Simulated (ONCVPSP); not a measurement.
# Ir (Z = 77): one change to an ONCV potential, before and after

Ir, optimised norm-conserving Vanderbilt (ONCV), made with ONCVPSP 4.0.1 (revPBE, fully relativistic). Core [Kr] 4d10 4f14, reference 5s2 5p6 5d7 6s2. Waves: 5s+6s: rc 1.70 bohr, ncon 3, nbas 7, qcut 8.1 1/bohr, 2 projectors; 5p: rc 1.85 bohr, ncon 3, nbas 7, qcut 8.8 1/bohr, 2 projectors, debl 3.3 Ha; 5d: rc 1.55 bohr, ncon 4, nbas 7, qcut 7 1/bohr, 3 projectors, debl 1.3 Ha. Local part: polynomial inside 1.30 bohr (lpopt 2, dvloc0 3 Ha). Core correction: Teter function, fcfact 1.75, rcfact 1.1.

Open shells are filled in proportion to 2j + 1.

Change: core correction Teter function, fcfact 1.75, rcfact 1.68.

Cutoffs: the cutoffs (Ha) at which the residual kinetic energy of the hardest occupied pseudo-wave falls to 1 and 0.1 mHa per electron; they do not see the model core or the augmentation charge, which bear on the density cutoff. Errors are all-electron minus pseudo energies relative to the spin-unpolarised reference configuration.

Question: Predict the effect on cutoff, ghosts and configuration errors.

Answer: The potential gets neither clearly harder nor softer (21 Ha and 26 Ha → 21 Ha and 26 Ha); of the 4 tests that both files solve, the error grows in 3 and shrinks in 0 by more than 15 % and 0.3 meV (median size 0.6 → 5.0 meV); neither file shows a bound ghost. A model core, the more so a compact one, raises the density cutoff, which this test does not measure.

| quantity | base | changed |
| --- | --- | --- |
| cutoff, loose | 21 Ha | 21 Ha |
| cutoff, tight | 26 Ha | 26 Ha |
| bound ghosts | none | none |
| GHOST(+) flags under 300 eV | none | none |
| error for 5s2 5p6 5d7 6s1, meV [ΔE 9.80 eV] | -0.8 | -2.1 |
| error for 5s2 5p6 5d7 6s0, meV [ΔE 27.13 eV] | -4.5 | -12 |
| error for 5s2 5p6 5d6 6s0, meV [ΔE 57.58 eV] | -0.5 | -7.9 |
| error for 5s2 5p6 5d7 6s1 6p1, meV [ΔE 5.25 eV] | +0.3 | -0.3 |
| s: phases at 1.73 bohr within 0.05 rad from the reference energy up to (Ha; the scan ends near 5) | to the end of the scan | to the end of the scan |
| p3/2: phases at 1.88 bohr within 0.05 rad from the reference energy up to (Ha; the scan ends near 5) | to the end of the scan | to the end of the scan |
| p1/2: phases at 1.88 bohr within 0.05 rad from the reference energy up to (Ha; the scan ends near 5) | to the end of the scan | to the end of the scan |
| d5/2: phases at 1.58 bohr within 0.05 rad from the reference energy up to (Ha; the scan ends near 5) | to the end of the scan | to the end of the scan |
| d3/2: phases at 1.58 bohr within 0.05 rad from the reference energy up to (Ha; the scan ends near 5) | to the end of the scan | to the end of the scan |
| rms error of d²Exc/dni dnj with the model core, mHa | 6.53 | 3.43 |
